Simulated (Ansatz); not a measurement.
Coupled-cluster diagnostics for B₃N₃, Ansatz.

Geometry of the singlet (PBE0-D4/def2-SVP):

```xyz
6

B     0.508    0.054    0.964
B     0.355   -0.691   -0.766
B    -0.863    0.637   -0.198
N    -0.494    0.961    1.066
N    -0.707   -0.075   -1.341
N     1.201   -0.886    0.275
```

Correlated methods freeze 6 core orbitals. The structure comes from a short search, and lower isomers may exist.

Q: Estimate the CCSD(T) correlation energy, the shares of MP2 and (T), T1 and the reference's ⟨S²⟩ for: charge 0, singlet, own geometry in def2-TZVPP; charge 1, doublet, vertical in def2-TZVPP; and the rough time on 4 threads of Arm Neoverse V1 on a shared host.

A: 
```csv
state,basis,correlation (eV),MP2 share (%),(T) share (%),T1,⟨S²⟩ (pure),wall time,remarks
"charge 0, singlet, own geometry",def2-TZVPP,-24.017,94.6,5.5,0.020,0.00 (0.00),11 s,large T1 (0.020)
"charge 1, doublet, vertical",def2-TZVPP,-22.823,92.0,5.5,0.031,0.90 (0.75),43 s,spin-contaminated (⟨S²⟩ 0.90)
```
Customary marks for T1 are 0.02 (closed shells), 0.045 (open shells) and about 0.05 (3d metals). T1 exceeds 0.02 in 2 of 2 rows and 0.045 in 0; the higher it lies, the less the single-reference result can be trusted.
